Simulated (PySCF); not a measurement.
How methods differ on the excitation energy of Sc

Sc [Ar] 3d1 4s2 (2D) → Sc [Ar] 3d2 4s1 (4F), as a difference of total energies. Calculation: PySCF 2.14, in def2-QZVPPD (11s6p5d3f2g, 93 functions); no relativity, point nucleus. Correlated levels: valence: [Ar] frozen. The calculations carry no spin-orbit coupling.

```json
{"method": "UHF", "excitation energy (eV)": "0.991", "difference from reference (eV)": "-0.436"}
{"method": "MP2 (valence)", "excitation energy (eV)": "1.428", "difference from reference (eV)": "+0.001"}
{"method": "SCS-MP2 (valence)", "excitation energy (eV)": "1.764", "difference from reference (eV)": "+0.337"}
{"method": "CCSD (valence)", "excitation energy (eV)": "1.553", "difference from reference (eV)": "+0.126"}
{"method": "CCSD(T) (valence)", "excitation energy (eV)": "1.576", "difference from reference (eV)": "+0.149"}
```

Reference: 1.427 eV (measured; NIST levels, between the centres of gravity of the two terms).

These non-relativistic numbers lack the scalar-relativistic shift.

Errors of the correlated levels include the incompleteness of this basis and the frozen core.
